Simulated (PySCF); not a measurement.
# What a mistake does to a calculation on AlBH5NO

All numbers below are calculated, not measured. The program is PySCF 2.14.0, an open-source quantum chemistry code, run on an isolated molecule that a program drew, which may never have been made. The molecule is AlBH5NO (charge 0, singlet), drawn as the SMILES string `N[BH][AlH][OH]`.

Each row is a Hartree-Fock (HF) and frozen-core CCSD(T) single point in the cc-pV(D+d)Z basis, meant for a local HF minimum. Run 1 is clean. Each other run has one planted mistake out of seven kinds, and not every kind appears here: one electron removed, one electron added, multiplicity raised by two, geometry at a saddle point, minimal basis STO-3G, one bond length entered in bohr, all coordinates scaled. The reference is restricted for singlets and unrestricted otherwise, and also for a bond in bohr. Adding or removing an electron swaps singlet and doublet. Electrons count all cores. HOMO and LUMO are orbital energies over both spins, the gradient is its largest component, and the lowest frequency (negative if imaginary) is given only where the gradient is small. Bond lengths are over the 8 bonds as drawn. T1 is the CCSD diagnostic: over 0.02 (restricted) or 0.045 (unrestricted) a single reference is doubtful.

Geometry of the clean run:
```xyz
9
AlBH5NO, angstrom
N    -1.1986   -0.8124    0.1790
B    -0.3136   -0.7383    1.2526
Al   -0.0372    1.1060    2.3337
O     1.0497    1.1642    3.6386
H    -1.3510   -1.6515   -0.3443
H    -1.7451   -0.0434   -0.1502
H     0.2728   -1.7567    1.5267
H    -0.8031    2.4633    1.9870
H     1.2490    1.9103    4.1793
```

```
run,electrons,basis functions,<S^2>,HOMO (eV),LUMO (eV),gradient (hartree/bohr),lowest frequency (cm^-1),mean bond (Å),longest bond (Å),T1,HF (hartree),CCSD(T) (hartree),mistake
1,38,90,0.000,-9.64,1.68,1.7e-05,49,1.3742,2.156,0.0162,-398.91292,-399.47369,no fault
2,38,90,0.933,-6.79,0.87,2.1e-02,-,1.5632,3.211,0.0489,-398.76151,-399.29227,one bond length entered in bohr
3,38,90,2.005,-5.91,-0.46,3.2e-02,-,1.3742,2.156,0.0211,-398.79092,-399.33689,multiplicity raised by two
4,38,90,0.000,-9.67,1.27,5.9e-02,-,1.5034,2.358,0.0206,-398.85163,-399.42943,all coordinates scaled
5,39,90,0.768,0.82,7.72,2.8e-02,-,1.3742,2.156,0.0170,-398.86643,-399.43901,one electron added
6,37,90,0.785,-17.33,-7.34,7.4e-02,-,1.3742,2.156,0.0245,-398.60179,-399.14425,?
```

**Which mistake was planted in run 6, and what did it cost?**

It counts 37 electrons, one fewer than the clean run, at the same geometry and basis. So the mistake is: one electron removed. Subtracting run 1 and multiplying by 627.51 kcal/mol a hartree, the energy moved by 195.2 kcal/mol in HF and 206.7 kcal/mol in CCSD(T).

Cautions from the logs. Run 2: T1 is over the limit, so its CCSD(T) energy is less reliable; run 4: T1 is over the limit, so its CCSD(T) energy is less reliable; run 5: the HOMO is above zero, so the electron isn't bound and the energy depends on the basis.
